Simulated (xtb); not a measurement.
xtb input file for Si(H)2(Me)(OMe) (C₂H₈OSi), SMILES C[SiH2]OC, GFN2-xTB. 

```
$ xtb mol.xyz --gfn 2 --sp --chrg 0 --uhf 0 --json
$ cat mol.xyz
12

Si     0.34335877     0.01500767     0.66546847
C      2.04589958     0.23160129    -0.11979584
O     -0.64444359    -0.04938018    -0.62162805
C     -2.02864515    -0.20365390    -0.64008401
H      0.24992416    -1.21882141     1.45901210
H     -0.01105605     1.13971965     1.54303859
H      2.80352986     0.29800966     0.65365423
H      2.30071678    -0.60429168    -0.76352456
H      2.10070394     1.13627036    -0.71720124
H     -2.32380340    -1.14017707    -0.16031401
H     -2.35504954    -0.21494729    -1.68077219
H     -2.51996637     0.62148767    -0.11814799
```

It prints:

```
[banner left out]
          |                Calculation Setup                |
           -------------------------------------------------



           -------------------------------------------------
          |                 G F N 2 - x T B                 |
           -------------------------------------------------

        Reference                      10.1021/acs.jctc.8b01176
      * Hamiltonian:
        H0-scaling (s, p, d)           1.850000    2.230000    2.230000
        zeta-weighting                 0.500000
      * Dispersion:
        s8                             2.700000
        a1                             0.520000
        a2                             5.000000
        s9                             5.000000
      * Repulsion:
        kExp                           1.500000    1.000000
        rExp                           1.000000
      * Coulomb:
        alpha                          2.000000
        third order                    shell-resolved
        anisotropic                    true
        a3                             3.000000
        a5                             4.000000
        cn-shift                       1.200000
        cn-exp                         4.000000
        max-rad                        5.000000


          ...................................................
          :                      SETUP                      :
          :.................................................:
          :  # basis functions                  30          :
          :  # atomic orbitals                  29          :
          :  # shells                           17          :
          :  # electrons                        26          :
          :  max. iterations                   250          :
          :  Hamiltonian                  GFN2-xTB          :
          :  restarted?                      false          :
          :  GBSA solvation                  false          :
          :  PC potential                    false          :
          :  electronic temp.          300.0000000     K    :
          :  accuracy                    1.0000000          :
          :  -> integral cutoff          0.2500000E+02      :
          :  -> integral neglect         0.1000000E-07      :
          :  -> SCF convergence          0.1000000E-05 Eh   :
          :  -> wf. convergence          0.1000000E-03 e    :
          :  Broyden damping             0.4000000          :
          :  net charge                          0          :
          :  unpaired electrons                  0          :
          ...................................................

 iter      E             dE          RMSdq      gap      omega  full diag
   1    -14.2654920 -0.142655E+02  0.735E+00    7.53       0.0  T
   2    -14.3444441 -0.789522E-01  0.407E+00    6.44       1.0  T
   3    -14.3443020  0.142124E-03  0.272E+00    6.94       1.0  T
   4    -14.3488705 -0.456851E-02  0.934E-01    6.57       1.0  T
   5    -14.3487578  0.112749E-03  0.638E-01    6.69       1.0  T
   6    -14.3495806 -0.822847E-03  0.146E-01    6.56       1.0  T
   7    -14.3495834 -0.280122E-05  0.286E-02    6.55       1.0  T
   8    -14.3495853 -0.191723E-05  0.115E-02    6.55       2.5  T
   9    -14.3495854 -0.362605E-07  0.393E-03    6.55       7.3  T
  10    -14.3495854 -0.262458E-07  0.841E-04    6.55      34.3  T
  11    -14.3495854 -0.802309E-09  0.247E-04    6.55     117.0  T

   *** convergence criteria satisfied after 11 iterations ***

         #    Occupation            Energy/Eh            Energy/eV
      -------------------------------------------------------------
         1        2.0000           -0.7587563             -20.6468
       ...           ...                  ...                  ...
         7        2.0000           -0.5178515             -14.0915
         8        2.0000           -0.4604153             -12.5285
         9        2.0000           -0.4583094             -12.4712
        10        2.0000           -0.4398910             -11.9700
        11        2.0000           -0.4366467             -11.8818
        12        2.0000           -0.4092868             -11.1373
        13        2.0000           -0.3995815             -10.8732 (HOMO)
        14                         -0.1590174              -4.3271 (LUMO)
        15                         -0.1473310              -4.0091
        16                         -0.1237791              -3.3682
        17                         -0.0252225              -0.6863
        18                         -0.0140617              -0.3826
       ...                                ...                  ...
        29                          0.7817690              21.2730
      -------------------------------------------------------------
                  HL-Gap            0.2405641 Eh            6.5461 eV
             Fermi-level           -0.2792995 Eh           -7.6001 eV

 SCC (total)                   0 d,  0 h,  0 min,  0.011 sec
 SCC setup                      ...        0 min,  0.000 sec (  1.940%)
 Dispersion                     ...        0 min,  0.000 sec (  0.761%)
 classical contributions        ...        0 min,  0.000 sec (  0.300%)
 integral evaluation            ...        0 min,  0.002 sec ( 18.376%)
 iterations                     ...        0 min,  0.005 sec ( 45.012%)
 molecular gradient             ...        0 min,  0.003 sec ( 30.959%)
 printout                       ...        0 min,  0.000 sec (  2.402%)

         :::::::::::::::::::::::::::::::::::::::::::::::::::::
         ::                     SUMMARY                     ::
         :::::::::::::::::::::::::::::::::::::::::::::::::::::
         :: total energy             -14.194497584354 Eh    ::
         :: gradient norm              0.000243458566 Eh/a0 ::
         :: HOMO-LUMO gap              6.546081579147 eV    ::
         ::.................................................::
         :: SCC energy               -14.349579201562 Eh    ::
         :: -> isotropic ES            0.032981344020 Eh    ::
         :: -> anisotropic ES          0.005244393243 Eh    ::
         :: -> anisotropic XC          0.000620808235 Eh    ::
         :: -> dispersion             -0.005728443582 Eh    ::
         :: repulsion energy           0.155081617208 Eh    ::
         :: add. restraining           0.000000000000 Eh    ::
         :: total charge              -0.000000000000 e     ::
         :::::::::::::::::::::::::::::::::::::::::::::::::::::

           -------------------------------------------------
          |                Property Printout                |
           -------------------------------------------------

    * Orbital Energies and Occupations

         #    Occupation            Energy/Eh            Energy/eV
      -------------------------------------------------------------
         1        2.0000           -0.7587563             -20.6468
         2        2.0000           -0.6662463             -18.1295
         3        2.0000           -0.6045354             -16.4502
         4        2.0000           -0.5588129             -15.2061
         5        2.0000           -0.5351511             -14.5622
         6        2.0000           -0.5324050             -14.4875
         7        2.0000           -0.5178515             -14.0915
         8        2.0000           -0.4604153             -12.5285
         9        2.0000           -0.4583094             -12.4712
        10        2.0000           -0.4398910             -11.9700
        11        2.0000           -0.4366467             -11.8818
        12        2.0000           -0.4092868             -11.1373
        13        2.0000           -0.3995815             -10.8732 (HOMO)
        14                         -0.1590174              -4.3271 (LUMO)
        15                         -0.1473310              -4.0091
        16                         -0.1237791              -3.3682
        17                         -0.0252225              -0.6863
        18                         -0.0140617              -0.3826
        19                          0.1213935               3.3033
        20                          0.1531383               4.1671
        21                          0.1920972               5.2272
        22                          0.2046607               5.5691
        23                          0.2097200               5.7068
        24                          0.2407612               6.5514
       ...                                ...                  ...
        29                          0.7817690              21.2730
      -------------------------------------------------------------
                  HL-Gap            0.2405641 Eh            6.5461 eV
             Fermi-level           -0.2792995 Eh           -7.6001 eV

     #   Z          covCN         q      C6AA      α(0)
     1  14 Si       3.543     0.508    99.008    19.177
     2   6 C        3.652    -0.198    24.763     7.147
     3   8 O        1.621    -0.357    20.059     6.045
     4   6 C        3.688     0.043    20.038     6.407
     5   1 H        0.916    -0.091     5.275     3.592
     6   1 H        0.916    -0.091     5.271     3.591
     7   1 H        0.925     0.009     2.914     2.670
     8   1 H        0.925     0.034     2.536     2.490
     9   1 H        0.925     0.034     2.534     2.489
    10   1 H        0.924     0.030     2.593     2.518
    11   1 H        0.924     0.052     2.301     2.372
    12   1 H        0.924     0.030     2.589     2.516

 Mol. C6AA /au·bohr⁶  :       1426.814894
 Mol. C8AA /au·bohr⁸  :      40965.318581
 Mol. α(0) /au        :         61.015042


Wiberg/Mayer (AO) data.
largest (>0.10) Wiberg bond orders for each atom

 ---------------------------------------------------------------------------
     #   Z sym  total        # sym  WBO       # sym  WBO       # sym  WBO
 ---------------------------------------------------------------------------
     1  14 Si   3.851 --     3 O    1.157     2 C    0.899     6 H    0.888
                             5 H    0.888
     2   6 C    3.981 --     7 H    1.003     8 H    0.989     9 H    0.989
                             1 Si   0.899
     3   8 O    2.280 --     1 Si   1.157     4 C    1.002
     4   6 C    3.950 --     3 O    1.002    10 H    0.985    12 H    0.984
                            11 H    0.980
     5   1 H    0.992 --     1 Si   0.888
     6   1 H    0.992 --     1 Si   0.888
     7   1 H    1.000 --     2 C    1.003
     8   1 H    0.999 --     2 C    0.989
     9   1 H    0.999 --     2 C    0.989
    10   1 H    0.999 --     4 C    0.985
    11   1 H    0.997 --     4 C    0.980
    12   1 H    0.999 --     4 C    0.984
 ---------------------------------------------------------------------------

Topologies differ in total number of bonds
Writing topology from bond orders to xtbtopo.mol

molecular dipole:
                 x           y           z       tot (Debye)
 q only:       -0.382      -0.052       0.270
   full:       -0.372      -0.044       0.064       0.965
molecular quadrupole (traceless):
                xx          xy          yy          xz          yz          zz
 q only:        1.507       0.230      -0.840       0.939       0.100      -0.667
  q+dip:        0.528      -0.006       0.628      -0.203       0.044      -1.156
   full:        3.096       0.424      -0.844       0.514       0.107      -2.251


           -------------------------------------------------
          | TOTAL ENERGY              -14.194497584354 Eh   |
          | GRADIENT NORM               0.000243458566 Eh/α |
          | HOMO-LUMO GAP               6.546081579147 eV   |
           -------------------------------------------------

------------------------------------------------------------------------
Note: The following floating-point exceptions are signalling: IEEE_UNDERFLOW_FLAG IEEE_DENORMAL
normal termination of xtb
------------------------------------------------------------------------
 total:
 SCF:
```

The calculation finished and met its thresholds.

Cost: very roughly 0.06 core-seconds.
